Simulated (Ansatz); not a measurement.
## Worked example: vertical ionisation energy of H2Se (hydrogen selenide)

The species is H2Se (3 atoms), meant as a singlet with charge 0. SMILES: `[SeH2]`. Geometry: a GFN2-xTB relaxation, a rough one for these elements and not checked as a minimum.

| atom | x (Å) | y (Å) | z (Å) |
| --- | --- | --- | --- |
| Se | 0.5499 | -0.2694 | 0.2748 |
| H | 0.0445 | 1.0706 | 0.1410 |
| H | -0.5944 | -0.8012 | -0.4158 |

Both states at this one shape; open shells run unrestricted unless said. 1 Eh = 27.2114 eV.

| level | program | singlet H2Se (Eh) | doublet H2Se+ (Eh) |
| --- | --- | --- | --- |
| HF/STO-3G | Ansatz | -2374.692355 | -2374.428108 |
| BLYP/STO-3G | Ansatz | -2375.923745 | -2375.626411 |
| revPBE/STO-3G | Ansatz | -2375.832851 | -2375.531345 |
| wB97M-V/STO-3G | Ansatz | -2376.133103 | -2375.826546 |

Work out the vertical ionisation energy at each level.


1. HF/STO-3G: -2374.428108 − (-2374.692355) = 0.264247 Eh = 7.19 eV.
2. BLYP/STO-3G: -2375.626411 − (-2375.923745) = 0.297334 Eh = 8.09 eV.
3. revPBE/STO-3G: -2375.531345 − (-2375.832851) = 0.301506 Eh = 8.20 eV.
4. wB97M-V/STO-3G: -2375.826546 − (-2376.133103) = 0.306557 Eh = 8.34 eV.

No measured value is set beside it here; the levels span 7.19 to 8.34 eV. Hartree–Fock favours the state with fewer electron pairs, since it lacks pair correlation. Minimal sets are far from the basis-set limit. All-electron rows are non-relativistic unless named.
